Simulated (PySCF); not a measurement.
Job file and geometry (Å, from GFN2-xTB) of an NMR shielding run on `C=C[C@@H]1C=CC=C[CH+]1`, [C8H9]+, GIAO PBE0/pcSseg-1 NMR shielding, non-relativistic, gas phase (PySCF 2.14.0, density-fitted response routines); density fitting, a coarse starting grid and PySCF grid level 2 are the driver's defaults:

```
{"job": {"kind": "nmr", "xc": "PBE0", "basis": "pcSseg-1"}, "charge": 1, "multiplicity": 1}
C      2.861517    -0.306069    -0.010028
C      1.589831    -0.589241     0.155653
C      0.425481     0.379542    -0.185611
C     -0.282853     0.762096     1.034933
C     -1.625758     0.544128     1.180697
C     -2.356632    -0.036957     0.138353
C     -1.747774    -0.391137    -1.070925
C     -0.407011    -0.182755    -1.247971
H      3.613858    -1.031744     0.253387
H      3.225380     0.628786    -0.402169
H      1.248575    -1.532793     0.551165
H      0.954142     1.261342    -0.579421
H      0.299575     1.194159     1.836631
H     -2.128760     0.817932     2.096146
H     -3.414487    -0.217541     0.270562
H     -2.343118    -0.826674    -1.859657
H      0.081036    -0.461044    -2.171655
```

**Question.** What does the program print?

**Answer.** 
```
coarse grid: 14272 points
cycle   1  E = -309.4411713671  dE =  1.489e+00  |g| = 3.010e-01  |ddm| = 3.827e+00
cycle   2  E = -309.4342946852  dE =  6.877e-03  |g| = 3.542e-01  |ddm| = 7.067e-01
cycle   3  E = -309.4658762529  dE = -3.158e-02  |g| = 7.561e-02  |ddm| = 3.469e-01
cycle   4  E = -309.4668964491  dE = -1.020e-03  |g| = 4.275e-02  |ddm| = 9.123e-02
cycle   5  E = -309.4673747173  dE = -4.783e-04  |g| = 8.938e-03  |ddm| = 4.200e-02
cycle   6  E = -309.4673948238  dE = -2.011e-05  |g| = 2.996e-03  |ddm| = 1.083e-02
cycle   7  E = -309.4673970814  dE = -2.258e-06  |g| = 9.139e-04  |ddm| = 2.910e-03
final grid: 138016 points
cycle   8  E = -309.5164223216  dE = -3.920e-05  |g| = 7.130e-03  |ddm| = 4.581e-02
cycle   9  E = -309.5164218971  dE =  4.245e-07  |g| = 7.366e-03  |ddm| = 1.446e-02
cycle  10  E = -309.5164359480  dE = -1.405e-05  |g| = 1.308e-03  |ddm| = 7.403e-03
cycle  11  E = -309.5164363633  dE = -4.153e-07  |g| = 2.484e-04  |ddm| = 1.124e-03
cycle  12  E = -309.5164363771  dE = -1.379e-08  |g| = 6.917e-05  |ddm| = 2.074e-04
cycle  13  E = -309.5164363778  dE = -7.678e-10  |g| = 4.377e-05  |ddm| = 9.592e-05
cycle  14  E = -309.5164363784  dE = -5.381e-10  |g| = 5.573e-06  |ddm| = 4.121e-05
converged SCF energy = -309.5164363784

GIAO shielding tensors (ppm)
atom      isotropic    diamagn.    paramagn.     s11        s22        s33       span
  0 C       38.512     252.527    -214.016    -90.434     49.250    156.720    247.154
  1 C       68.560     256.763    -188.204    -22.585     86.353    141.911    164.496
  2 C      116.208     251.910    -135.702     63.658    107.043    177.925    114.267
  3 C      -15.732     255.579    -271.311   -155.586    -56.700    165.090    320.676
  4 C       46.140     253.474    -207.334    -61.129     21.326    178.224    239.354
  5 C        4.131     254.966    -250.836   -107.456    -55.982    175.829    283.285
  6 C       46.085     253.455    -207.370    -61.265     21.277    178.243    239.508
  7 C      -15.641     255.516    -271.157   -155.681    -56.850    165.609    321.289
  8 H       24.561      27.061      -2.500     21.015     24.423     28.244      7.230
  9 H       24.706      29.625      -4.919     19.951     25.251     28.916      8.965
 10 H       27.377      31.116      -3.739     23.620     26.974     31.537      7.918
 11 H       26.239      31.000      -4.761     23.944     24.214     30.558      6.613
 12 H       21.964      30.880      -8.916     17.264     21.011     27.617     10.353
 13 H       23.175      29.012      -5.837     20.726     22.686     26.114      5.388
 14 H       22.153      28.072      -5.919     19.871     20.686     25.902      6.031
 15 H       23.169      28.989      -5.820     20.722     22.679     26.104      5.382
 16 H       21.953      30.827      -8.874     17.260     21.008     27.590     10.330
```

**Question.** Turn these shieldings into chemical shifts. References, each an isolated molecule treated in the same way: $^{13}$C (186.93 ppm), $^{1}$H (31.72 ppm) against TMS.

**Answer.** Averaging equivalent atoms: C 3: 202.7; C 7: 202.6; C 5: 182.8; C 0: 148.4; C 6: 140.8; C 4: 140.8; C 1: 118.4; C 2: 70.7; H 16: 9.76; H 12: 9.75; H 14: 9.56; H 15: 8.55; H 13: 8.54; H 8: 7.16; H 9: 7.01; H 11: 5.48; H 10: 4.34 ppm. 

Size and cost of the density-fitted run: 181 basis functions, 39 s wall time on 1 thread of an Arm Neoverse N1, shared host.
